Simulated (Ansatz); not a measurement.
The Ge1–Cl2 bond of ClGeH3 (SMILES [Cl][GeH3]) is stretched (multiplicity 1, the rest rigid).
Geometry at rest (charge 0, multiplicity 1):
```xyz
5

Ge    -0.6844     0.0316     0.0036
Cl     1.4882    -0.0688    -0.0077
H     -1.0696     1.4667    -0.3737
H     -1.1432    -0.3267     1.4217
H     -1.1862    -0.9829    -1.0303
```

Cores are frozen in the correlated methods. Filled d and f shells under p-block atoms count as core.

The values were computed with Ansatz (a first-principles code). Each number belongs to the level named beside it.

FIC-MRCISD+Q on CASSCF(6,4)/def2-SVP, total energies (hartree):

```
R (Å)        CASSCF        MRCISD  weight c² of the reference
-----  ------------  ------------  --------------------------
2.175  -2536.249118  -2536.487048                     0.90859
3.806  -2536.130165  -2536.358918                     0.90814
6.960  -2536.117612  -2536.344818                     0.90857
```

### Question
Add the Davidson correction (E_MRCISD − E_CASSCF)(1 − c²)/c² and give the energies above the first point at the three levels.

### Answer

Corrections (hartree): -0.023938, -0.023137, -0.022863. Above the first point (kcal/mol):
- R = 3.806 Å: CASSCF 74.6, MRCISD 80.4, with the correction 80.9
- R = 6.960 Å: CASSCF 82.5, MRCISD 89.3, with the correction 89.9

Doubts at one or more of the structures used: active orbitals that take no part (FIC-MRCISD+Q on CASSCF(6,4)/def2-SVP).
